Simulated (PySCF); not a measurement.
**Deuteron quadrupole couplings in `CCN1CCCN1C1CC1`**

Species: C₈H₁₆N₂.
SMILES with atom numbers: `[CH3:1][CH2:2][N:3]1[CH2:4][CH2:5][CH2:6][N:7]1[CH:8]1[CH2:9][CH2:10]1` (hydrogens: H11, H12, H13 on C1; H14, H15 on C2; H16, H17 on C4; H18, H19 on C5; H20, H21 on C6; H22 on C8; H23, H24 on C9; H25, H26 on C10)

Structure used (GFN2-xTB), in Å, numbered top down from 1:
```xyz
26
C8H16N2 angstrom
C      2.4303    0.9194    1.6379
C      1.2055    0.0270    1.4775
N      0.6676    0.1484    0.1315
C      1.3223   -0.7076   -0.8553
C      0.4532   -1.9797   -0.9742
C     -0.7943   -1.6243   -0.1407
N     -0.7143   -0.1842    0.1083
C     -1.4112    0.6022   -0.8672
C     -2.8240    0.9843   -0.5415
C     -1.7380    2.0136   -0.4898
H      3.2387    0.5926    0.9881
H      2.1763    1.9429    1.3778
H      2.7810    0.8908    2.6665
H      0.4192    0.3603    2.1577
H      1.4652   -1.0117    1.7371
H      1.3543   -0.1694   -1.8069
H      2.3452   -0.9262   -0.5523
H      0.9638   -2.8535   -0.5731
H      0.1931   -2.1828   -2.0117
H     -1.7294   -1.8681   -0.6429
H     -0.7733   -2.1354    0.8260
H     -1.1748    0.4075   -1.9141
H     -3.5438    1.0241   -1.3449
H     -3.2244    0.6340    0.3963
H     -1.4090    2.3473    0.4805
H     -1.7004    2.7710   -1.2571
```

Level: PBE0/pcSseg-1 (PySCF, non-relativistic); Q(2H) = 0.00286 b; rigid geometry, the same for H and D, with no vibrational averaging.

Question: Rank these positions by the coupling χzz of a deuteron there, largest first.
A. H20 (methylene hydrogen)
B. H11 (methyl hydrogen)
C. H25 (methylene hydrogen)
D. H15 (methylene hydrogen)
E. H14 (methylene hydrogen)

Answer: C (226 kHz), B (213 kHz), A (206 kHz), E (201 kHz), D (191 kHz).

What are Vzz, η and χzz (234.96 MHz × Q × Vzz) at all hydrogens?

| atom | bonded to | bond length (Å) | Vzz (au) | η | χzz (kHz) |
| --- | --- | --- | --- | --- | --- |
| H11 | C1 | 1.087 | 0.3164 | 0.03 | 213 |
| H12 | C1 | 1.086 | 0.3170 | 0.02 | 213 |
| H13 | C1 | 1.087 | 0.3174 | 0.02 | 213 |
| H14 | C2 | 1.092 | 0.2984 | 0.03 | 201 |
| H15 | C2 | 1.102 | 0.2847 | 0.06 | 191 |
| H16 | C4 | 1.094 | 0.2983 | 0.01 | 200 |
| H17 | C4 | 1.089 | 0.3071 | 0.05 | 206 |
| H18 | C5 | 1.089 | 0.3120 | 0.01 | 210 |
| H19 | C5 | 1.089 | 0.3114 | 0.01 | 209 |
| H20 | C6 | 1.089 | 0.3061 | 0.04 | 206 |
| H21 | C6 | 1.094 | 0.2984 | 0.02 | 201 |
| H22 | C8 | 1.091 | 0.3072 | 0.12 | 206 |
| H23 | C9 | 1.079 | 0.3329 | 0.07 | 224 |
| H24 | C9 | 1.078 | 0.3343 | 0.06 | 225 |
| H25 | C10 | 1.077 | 0.3360 | 0.07 | 226 |
| H26 | C10 | 1.079 | 0.3342 | 0.07 | 225 |

How does χzz go with the bond length over the 16 C–H bonds?

A straight-line fit has a slope of -15.4 kHz for each 0.01 Å, with a correlation coefficient of -0.99, over lengths from 1.077 to 1.102 Å. The longer bonds have the smaller couplings here.

A static deuteron (I = 1) shows a doublet split by (3/2)χ, (3/4)χ(1 + η) and (3/4)χ(1 − η) with the field along z, y and x of the gradient. What are these for H17?

With |χ| = 206.3 kHz and η = 0.050: 310, 162 and 147 kHz, to first order and without motion.

The structure is a single GFN2-xTB conformer in the gas phase; no vibrational or solvent corrections. GFN2-xTB bond lengths can be off by several hundredths of an ångström, more for odd bonds, and the gradients follow them. The basis is small and wasn't made for field gradients, so the couplings can be 20 % off.

These values come from a run that also computed NMR shieldings. Hardware: one thread, Arm Neoverse V1 (aarch64), no GPU, on a shared host. Cost: 60 s of wall time, 1.1 GiB resident at most.
